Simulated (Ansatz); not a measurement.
The molecule ScCl, closed-shell singlet (the spin of the measured ground state). No spin–orbit coupling. Sc is treated without relativity.

D_e counts from the fitted minimum to each atom's lowest state at the same level, without counterpoise. The singlet is restricted.

Correlated levels freeze the inner cores; with def2 sets outer-core shells near the valence are correlated too. CBS(a, b) extrapolates the correlation energy as X⁻³ and adds the Hartree–Fock energy of set b.

Run with Ansatz (a first-principles code) with Gaussian orbitals. 

| level | bond energy D_e (eV) |
|---|---|
| B3LYP/def2-TZVPP | 4.368 |
| BHLYP/def2-TZVPP | (withheld) |
| CAM-B3LYP/def2-TZVPP | 4.352 |
| wB97X-V/def2-TZVPP | 4.529 |
| wB97M-V/def2-TZVPP | 4.526 |
| CCSD/def2-TZVPP | 4.344 |
| CCSD(T)/def2-TZVPP | 4.561 |
| CCSD(T)/def2-QZVPP | 4.584 |
| CCSD(T)/CBS(def2-TZVPP, def2-QZVPP) | 4.630 |

**Question.** What belongs in the gaps?

**Answer.** 
- BHLYP/def2-TZVPP, bond energy D_e (eV): 3.980

Doubts at one or more of the structures used: a restricted determinant that unrestricted orbitals would lower (CCSD/def2-TZVPP, CCSD(T)/def2-TZVPP, CCSD(T)/def2-QZVPP, CCSD(T)/CBS(def2-TZVPP, def2-QZVPP)).
